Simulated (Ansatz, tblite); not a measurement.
Forces on `FC(F)(F)c1ccc(-c2ccc(-c3ccc(C(F)(F)F)cc3)cc2)cc1` at its r2SCAN-D4/def2-SVP geometry. Total charge 0; singlet.

The xTB rows come from tblite. Single mean-field runs in def2-TZVP are fitted with def2-universal-jkfit.

GFN1-xTB (tblite), largest force 0.42 eV/Å:

```xyz
38
positions Å, forces eV/Å
F    -5.996    3.415    3.679   -0.061   -0.215   -0.166
C    -6.205    2.451    2.762   -0.148    0.055    0.126
F    -6.945    1.491    3.343    0.150    0.236   -0.111
F    -6.960    3.001    1.791    0.129   -0.115    0.165
C    -4.910    1.918    2.220    0.353   -0.103   -0.201
C    -4.719    0.545    2.032    0.140    0.044   -0.084
C    -3.520    0.077    1.495    0.010    0.122   -0.041
C    -2.492    0.967    1.131   -0.276    0.135    0.131
C    -1.221    0.468    0.559    0.269   -0.107   -0.128
C    -0.647   -0.736    1.006    0.060    0.107   -0.072
C     0.552   -1.202    0.472   -0.050    0.101   -0.087
C     1.220   -0.490   -0.542   -0.269    0.112    0.126
C     2.491   -0.987   -1.115    0.278   -0.106   -0.153
C     2.777   -0.826   -2.486   -0.018   -0.109    0.132
C     3.970   -1.297   -3.028   -0.081   -0.018    0.110
C     4.908   -1.937   -2.207   -0.348    0.188    0.137
C     6.207   -2.400   -2.803    0.144   -0.116   -0.079
F     6.853   -3.263   -2.001   -0.129    0.179   -0.204
F     7.043   -1.368   -3.031   -0.145   -0.180    0.060
F     6.016   -3.010   -3.988    0.056    0.098    0.254
C     4.642   -2.105   -0.844   -0.133    0.099   -0.027
C     3.443   -1.636   -0.306   -0.001    0.072   -0.106
C     0.642    0.711   -0.994   -0.026   -0.069    0.122
C    -0.549    1.184   -0.449    0.015   -0.138    0.033
C    -2.702    2.347    1.327    0.004   -0.156    0.070
C    -3.896    2.819    1.868    0.074   -0.115   -0.009
H    -5.512   -0.156    2.304    0.250    0.212   -0.085
H    -3.389   -0.996    1.327   -0.057    0.336    0.082
H    -1.137   -1.304    1.803    0.164    0.148   -0.247
H     0.968   -2.149    0.829   -0.143    0.288   -0.084
H     2.037   -0.356   -3.140    0.255   -0.130    0.196
H     4.172   -1.184   -4.097   -0.044   -0.019    0.359
H     5.377   -2.601   -0.203   -0.232    0.155   -0.193
H     3.255   -1.749    0.766    0.074    0.005   -0.343
H     1.150    1.296   -1.767   -0.177   -0.162    0.228
H    -0.983    2.114   -0.831    0.156   -0.273    0.104
H    -1.905    3.056    1.084   -0.271   -0.207    0.060
H    -4.040    3.891    2.034    0.026   -0.354   -0.075
```

GFN2-xTB (tblite), largest force 0.70 eV/Å:

```
F -0.213 -0.093 -0.040
C 0.343 -0.181 -0.034
F -0.050 0.278 -0.014
F -0.080 -0.007 0.142
C 0.591 -0.212 -0.300
C 0.175 0.012 -0.113
C -0.033 0.186 -0.023
C -0.257 0.127 0.124
C 0.254 -0.102 -0.122
C 0.113 0.105 -0.120
C -0.101 0.149 -0.075
C -0.254 0.106 0.119
C 0.259 -0.100 -0.144
C 0.051 -0.149 0.139
C -0.123 0.006 0.115
C -0.587 0.270 0.256
C -0.353 0.006 0.166
F 0.069 0.084 -0.261
F 0.071 -0.143 -0.028
F 0.209 0.000 0.110
C -0.168 0.121 0.010
C 0.045 0.069 -0.171
C -0.086 -0.073 0.159
C 0.073 -0.179 0.031
C -0.067 -0.170 0.103
C 0.117 -0.116 -0.031
H 0.352 0.294 -0.119
H -0.073 0.494 0.096
H 0.223 0.243 -0.348
H -0.191 0.413 -0.151
H 0.355 -0.204 0.297
H -0.070 -0.031 0.486
H -0.327 0.215 -0.267
H 0.098 0.032 -0.498
H -0.228 -0.248 0.339
H 0.196 -0.406 0.160
H -0.380 -0.317 0.100
H 0.045 -0.481 -0.095
```

r2SCAN-D4/def2-TZVP (Ansatz), largest force 0.39 eV/Å:

```
F -0.052 0.080 0.101
C 0.346 -0.175 -0.070
F -0.087 -0.001 0.053
F -0.138 0.074 -0.097
C 0.315 -0.134 -0.132
C 0.013 0.058 -0.013
C -0.001 0.056 -0.014
C -0.132 0.046 0.062
C 0.122 -0.049 -0.057
C 0.050 0.034 -0.027
C -0.047 0.038 -0.029
C -0.122 0.049 0.057
C 0.132 -0.054 -0.056
C 0.030 -0.049 0.025
C 0.008 -0.008 0.060
C -0.316 0.111 0.150
C -0.353 0.043 0.170
F 0.084 -0.058 -0.009
F 0.146 0.105 -0.039
F 0.052 -0.079 -0.102
C -0.010 0.027 -0.053
C 0.006 0.028 -0.050
C -0.027 -0.009 0.061
C 0.024 -0.064 -0.008
C -0.035 -0.034 0.038
C -0.011 -0.059 -0.009
H 0.261 0.222 -0.093
H -0.039 0.346 0.056
H 0.147 0.170 -0.242
H -0.125 0.287 -0.105
H 0.232 -0.149 0.215
H -0.063 -0.028 0.343
H -0.242 0.165 -0.201
H 0.057 0.034 -0.346
H -0.155 -0.177 0.229
H 0.133 -0.277 0.117
H -0.250 -0.231 0.074
H 0.045 -0.342 -0.061
```
